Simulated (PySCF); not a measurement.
SMILES CS[Te]C(C)C (C4H10STe) (GFN2-xTB optimised geometry):

```
16

Te    -0.543    -1.944     0.000
C     -0.761     0.253     0.000
C     -0.225     0.835    -1.292
C     -0.088     0.868     1.210
H     -1.840     0.397     0.059
H     -0.347     1.918    -1.295
H      0.836     0.611    -1.395
H     -0.750     0.427    -2.153
H     -0.476     0.448     2.137
H     -0.259     1.944     1.225
H      0.987     0.702     1.167
S      1.840    -1.944     0.000
C      2.265    -2.189     1.757
H      1.840    -1.395     2.361
H      3.349    -2.157     1.811
H      1.907    -3.159     2.087
```

Calculation: PBE0/def2-TZVP, def2 effective core potentials past Kr run with PySCF 2.14.0.

Problem. What are the frontier orbital energies and the dipole moment?

Solution. HOMO-2 -8.20 eV, HOMO-1 -6.71 eV, HOMO -6.05 eV, LUMO -1.23 eV, LUMO+1 -0.13 eV; dipole moment 1.87 D.

On the same geometry PBE/def2-TZVP, def2 effective core potentials past Kr (PySCF) gives HOMO-2 -7.06 eV, HOMO-1 -5.56 eV, HOMO -5.02 eV, LUMO -2.05 eV, LUMO+1 -0.99 eV; dipole moment 1.78 D.
